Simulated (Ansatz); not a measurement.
CH5MoNO3 (`C[N]=[Mo](=[O])([OH])[OH]`). Charge 0, multiplicity 1. Mo: def2 effective core potential.

```xyz
11

C    -0.740   -1.753    0.137
N    -0.334   -0.394    0.214
Mo    0.641    0.910   -0.352
O     1.592    0.333   -1.613
O     1.728    1.508    1.069
O    -0.494    2.288   -0.963
H    -0.548   -2.255    1.091
H    -0.209   -2.288   -0.657
H    -1.816   -1.812   -0.056
H     1.625    1.192    1.969
H    -1.444    2.270   -0.838
```

(1) List the harmonic frequencies (cm⁻¹, unscaled) at PBE0-D4/def2-TZVP in Ansatz. (An estimate is asked.)

(2) Is this a minimum?

(3) Give the ideal-gas thermochemistry at 298.15 K and 1 bar (rigid rotor, harmonic oscillator; point group Cs, symmetry number 1).

## Answers

(1) Ansatz gave: 104, 114, 125, 206, 242, 260, 292, 305, 370, 394, 648, 651, 710, 723, 752, 1031, 1104, 1107, 1336, 1431, 1466, 1467, 3014, 3087, 3092, 3909, 3912.

(2) Yes, all 27 modes are real.

(3) Zero-point energy 190.5 kJ/mol; H(298) − E = 215.7 kJ/mol; entropy 381.1 J/(mol·K), of which translation 173.3, rotation 116.2, vibration 91.6; G(298) − E = 102.1 kJ/mol.
